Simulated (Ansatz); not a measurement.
Isolated molecules relaxed with PBE0-D4/def2-TZVP in Ansatz; ΔE leaves out vibrations. CCSD(T)/CBS adds triple-zeta CCSD(T) − MP2 to the extrapolated MP2 energy (def2 sets, frozen cores). This one scheme is used for every species. Functionals use def2-TZVPP. B3LYP here is the variant with VWN-RPA as its local correlation; programs differ in this. One conformer a species, not always the lowest.

Reaction (substitution at a C–S bond): `OC(F)(S)[SiH2]Cl` + H–F → `OC(F)(F)[SiH2]Cl` + H₂S

```tsv
level	ΔE (kJ/mol)	difference from CCSD(T)/CBS
PBE-D4	-16.5	-3.2
r2SCAN-D4	-27.2	-13.9
PBE0-D4	-20.4	-7.1
B3LYP-D4	-24.6	-11.3
ωB97X-V	-30.0	-16.7
ωB97M-V	-26.4	-13.1
B2PLYP	-27.9	-14.6
PBE	-23.4	-10.1
r2SCAN	-28.8	-15.5
PBE0	-26.4	-13.1
B3LYP	-35.9	-22.6
HF/def2-TZVPP	-58.2	-44.9
MP2/def2-TZVPP	-10.7	2.6
SCS-MP2/def2-TZVPP	-20.1	-6.8
CCSD/def2-TZVPP	-27.9	-14.6
CCSD(T)/def2-TZVPP	-22.1	-8.8
HF/def2-QZVPP	-58.0	-44.7
MP2/def2-QZVPP	-5.5	7.8
SCS-MP2/def2-QZVPP	-15.1	-1.8
HF/CBS(def2)	-58.0	-44.7
MP2/CBS(def2)	-1.8	11.5
CCSD/CBS(def2)	-19.0	-5.7
CCSD(T)/CBS	-13.3	0
```

Largest T1 diagnostic among the species: 0.012.

In def2-TZVPP, CCSD(T) changes the Hartree–Fock value by +36.1 kJ/mol (the triples alone add +5.7 kJ/mol) and MP2 by +47.6 kJ/mol. From PBE to PBE0 (25 % exact exchange), in def2-TZVPP and without D4, ΔE moves by −3.0 kJ/mol. The D4 term adds +11.4 kJ/mol with B3LYP and +6.0 kJ/mol with PBE0; it sums over pairs of atoms, weighted by their polarisabilities, and B3LYP, whose exchange is more repulsive, gets the larger term.
